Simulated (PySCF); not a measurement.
F3In, SMILES [In+]([F])([F])[F] (connectivity only; charge and spin as stated), charge +1, multiplicity 2.

Coordinates come from a r2SCAN-D4/def2-SVP optimisation. The def2 effective core potentials stand for the cores of In; spin–orbit coupling is left out.

Level of theory: TDA-PBE/def2-SVPD (PySCF).

Vertical excitations. The molecule is in vacuum.

```tsv
state	energy (eV)	λ (nm)	f	main pairs
root 1	0.98	1261	0.000	β HOMO→LUMO 100 %
root 2	1.09	1140	0.000	β HOMO−1→LUMO 100 %
root 3	1.29	958	0.000	β HOMO−2→LUMO 100 %
root 4	2.10	591	0.000	β HOMO−3→LUMO 100 %
root 5	2.16	575	0.000	β HOMO−4→LUMO 100 %
root 6	2.57	483	0.001	β HOMO−5→LUMO 67 %, β HOMO−6→LUMO 31 %
root 7	3.83	324	0.021	α HOMO→LUMO 5 %, β HOMO−6→LUMO 38 %, β HOMO−7→LUMO 35 %, β HOMO−5→LUMO 11 %
root 8	3.89	319	0.000	α HOMO→LUMO 56 %, β HOMO→LUMO+1 43 %
root 9	3.97	312	0.000	α HOMO−1→LUMO 58 %, β HOMO−1→LUMO+1 41 %
root 10	4.33	287	0.002	α HOMO→LUMO 21 %, β HOMO−7→LUMO 37 %, β HOMO→LUMO+1 34 %
```
Unrestricted roots are not spin-pure.
